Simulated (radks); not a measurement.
Spherical quantum dot in the effective-mass picture: electrons in a parabolic well V = omega^2 r^2 / 2 with omega = 0.297, with a point charge +1 (a donor) at the centre, all in effective atomic units (hartree* = m*/eps^2 hartree, bohr* = eps/m* bohr), one dielectric constant everywhere. Method: non-relativistic Kohn-Sham, exchange-only LDA, spin-polarised, spherical densities; computed with a radial shooting solver with Libxc functionals. Levels are named by radial order and angular momentum (1s, 1p, 1d, 2s, ...), and open shells are averaged over m. Each electron was tried in the lowest free levels, single moves between levels near the top were tried too, and the lowest total energy was kept; such a search can miss a lower state. At N = 1 the Hartree and exchange-correlation terms need not cancel, so that row can carry a self-interaction error.

N,open shells,2S,mu = E(N) - E(N-1) (hartree*),addition energy mu(N+1) - mu(N) (hartree*),rms radius (bohr*)
1,"1s(up 1, down 0)",1,-0.34333,0.6477,1.461
2,none,0,0.30442,0.7452,1.768
3,"1p(up 1, down 0)",1,1.0496,0.2500,2.323
4,"1p(up 2, down 0)",2,1.2996,0.2494,2.634
5,"1p(up 3, down 0)",3,1.5490,0.3375,2.862
6,"1p(up 3, down 1)",2,1.8865,0.2042,3.064
7,"1p(up 3, down 2)",1,2.0907,0.2099,3.234
8,none,0,2.3006,0.2869,3.384
9,"2s(up 1, down 0)",1,2.5875,0.2343,3.550
10,none,0,2.8219,0.2465,3.699
11,"1d(up 1, down 0)",1,3.0683,0.1797,3.835
12,"1d(up 2, down 0)",2,3.2481,0.1777,3.959
13,"1d(up 3, down 0)",3,3.4258,0.1754,4.072
14,"1d(up 4, down 0)",4,3.6012,0.1730,4.177
15,"1d(up 5, down 0)",5,3.7742,0.2279,4.276
16,"1d(up 5, down 1)",4,4.0020,0.1612,4.372
17,"1d(up 5, down 2)",3,4.1632,0.1603,4.463
18,"1d(up 5, down 3)",2,4.3235,0.1590,4.550
19,"1d(up 5, down 4)",1,4.4825,0.1575,4.632
20,none,0,4.6400,0.2863,4.711
21,"1f(up 1, down 0)",1,4.9263,0.1483,4.796
22,"1f(up 2, down 0)",2,5.0747,0.1472,4.878
23,"1f(up 3, down 0)",3,5.2219,0.1460,4.955
24,"1f(up 4, down 0)",4,5.3679,0.1448,5.030
25,"1f(up 5, down 0)",5,5.5127,0.1436,5.101
26,"1f(up 6, down 0)",6,5.6563,0.1423,5.170
27,"1f(up 7, down 0)",7,5.7986,0.1897,5.237
28,"1f(up 7, down 1)",6,5.9884,0.1364,5.303
29,"1f(up 7, down 2)",5,6.1247,0.1357,5.366
30,"1f(up 7, down 3)",4,6.2604,0.1349,5.428
31,"1f(up 7, down 4)",3,6.3954,0.1341,5.488
32,"1f(up 7, down 5)",2,6.5295,0.1333,5.547
33,"1f(up 7, down 6)",1,6.6628,0.1324,5.604
34,none,0,6.7952,0.1579,5.659
35,"2p(up 1, down 0)",1,6.9531,0.1322,5.714
36,"2p(up 2, down 0)",2,7.0852,0.1321,5.768
37,"2p(up 3, down 0)",3,7.2173,0.1631,5.821
38,"2p(up 3, down 1)",2,7.3804,0.1277,5.873
39,"2p(up 3, down 2)",1,7.5081,0.1277,5.924
40,none,0,7.6359,-,5.974

All shells are closed at N = 2, 8, 10, 20, 34, 40 (there: 1s2 1p6 1d10 2s2 1f14 2p6); the second difference of the energy has clear peaks (12 % above both neighbours; the first and last values, which can be the largest, are not judged, and half-filled shells can peak too) at N = 2, 5, 8, 15, 20, 27, 34, 37.
